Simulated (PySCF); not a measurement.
Choosing a molecule for a target property.

Each SMILES stands for a single optimised conformer of the isolated species, non-relativistic unless stated; the electronic structure was computed with PySCF and density fitting.

The conformers computed, where there is a choice (atom-mapped SMILES and torsion angles):
- `[CH2:1]=[C:2]([CH3:3])[Si@:4]([OH:5])([CH2:6][SiH3:7])[O:8][SiH3:9]`: C1–C2–Si4–O5 30°, C2–Si4–C6–Si7 -50°, C2–Si4–O8–Si9 99°, H–O5–Si4–C2 67°
- `[CH2:1]=[C:2]([CH3:3])[SiH2:4][Si@H:5]([O:6][CH3:7])[O:8][SiH3:9]`: C1–C2–Si4–Si5 -116°, C2–Si4–Si5–O6 -93°, Si4–Si5–O6–C7 -162°, Si4–Si5–O8–Si9 72°
- `[N:1]#[C:2][CH2:3][Si@@H:4]([Cl:5])[CH2:6][CH2:7][SiH3:8]`: C2–C3–Si4–Cl5 -72°, C3–Si4–C6–C7 -174°, Si4–C6–C7–Si8 179°
- `[CH3:1][CH:2]([CH3:3])[c:4]1[cH:5][c:6]([F:7])[c:8]([F:9])[pH:10]1`: C1–C2–C4–C5 -24°

Question: Wanted: smallest rotational constant below 0.54 GHz (GFN2-xTB) and HOMO–LUMO gap below 7.2 eV (PBE0/pcSseg-1), at GFN2-xTB geometries. Which candidate meets both?
A. `C=C(C)[SiH2][Si@H](OC)O[SiH3]`
B. `CC(C)c1cc(F)c(F)[pH]1`
C. `N#CC[Si@@H](Cl)CC[SiH3]`
D. `C=C(C)[Si@](O)(C[SiH3])O[SiH3]`

Answer: A. Computed values:
```csv
species,smallest rotational constant,HOMO–LUMO gap
C=C(C)[SiH2][Si@H](OC)O[SiH3],0.416 GHz,6.92 eV
N#CC[Si@@H](Cl)CC[SiH3],0.497 GHz,8.52 eV
CC(C)c1cc(F)c(F)[pH]1,0.579 GHz,5.30 eV
C=C(C)[Si@](O)(C[SiH3])O[SiH3],0.662 GHz,7.43 eV
```

Question: Wanted: HOMO energy below -7.4 eV (PBE0/pcSseg-1) and dipole moment above 2 D (PBE0/pcSseg-1), at GFN2-xTB geometries. Which candidate meets both?
A. `C=C(C)[SiH2][Si@H](OC)O[SiH3]`
B. `C=C(C)[Si@](O)(C[SiH3])O[SiH3]`
C. `CC(C)c1cc(F)c(F)[pH]1`
D. `N#CC[Si@@H](Cl)CC[SiH3]`

Answer: D. Computed values:
| species | HOMO energy | dipole moment |
| --- | --- | --- |
| N#CC[Si@@H](Cl)CC[SiH3] | -8.29 eV | 4.14 D |
| C=C(C)[Si@](O)(C[SiH3])O[SiH3] | -7.55 eV | 0.89 D |
| C=C(C)[SiH2][Si@H](OC)O[SiH3] | -7.26 eV | 1.30 D |
| CC(C)c1cc(F)c(F)[pH]1 | -6.55 eV | 3.27 D |
